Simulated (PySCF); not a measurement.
## `Cl[Si](Cl)(Cl)Cl`, Cl₄Si

Geometry (Å), atoms numbered from 1 in this order:
```xyz
5

Si    0.002   -0.001    0.000
Cl    0.008   -0.017    2.014
Cl    1.897    0.012   -0.682
Cl   -0.956    1.646   -0.651
Cl   -0.951   -1.640   -0.680
```

Computed with GIAO LC-wPBE/def2-SVP magnetisability, rotational g tensor and spin-rotation constants, non-relativistic, gas phase (PySCF). Geometry: GFN2-xTB.

(1) What are the magnetisability and the molar susceptibility?

(2) Split it along the inertial axes a, b, c into diamagnetic and paramagnetic parts about the centre of mass, with the quadrupole moment.

(3) And the rotational g tensor?

Results:

(1) Isotropic -1516 × 10⁻³⁰ J/T², or -91.3 × 10⁻⁶ cm³/mol; principal values -1516, -1516, -1516 × 10⁻³⁰ J/T², anisotropy 0 × 10⁻³⁰ J/T² (root of half the summed squared differences of the principal values). The susceptibility is in cgs units.

(2) 
| axis | χ (10⁻⁶ cm³/mol) | diamagnetic (10⁻⁶ cm³/mol) | paramagnetic (10⁻⁶ cm³/mol) | summed x² of all electrons (Å²) | quadrupole Θ (D Å) |
| --- | --- | --- | --- | --- | --- |
| a | -91.3 | -889.2 | 797.9 | 105.0 | +0.01 |
| b | -91.3 | -889.2 | 797.9 | 105.0 | +0.01 |
| c | -91.3 | -890.5 | 799.2 | 104.6 | -0.02 |

Anisotropies 2χaa − χbb − χcc = 0.0 and 2χbb − χaa − χcc = 0.0 × 10⁻⁶ cm³/mol. Θ is traceless in Buckingham's convention.

(3) 
| axis | rotational constant (GHz) | g | nuclear part | electronic part |
| --- | --- | --- | --- | --- |
| a | 1.3380 | -0.0115 | 0.4900 | -0.5016 |
| b | 1.3361 | -0.0115 | 0.4893 | -0.5009 |
| c | 1.3347 | -0.0115 | 0.4897 | -0.5012 |

Oblate top; isotopes 35Cl, 28Si; no vibrational averaging.
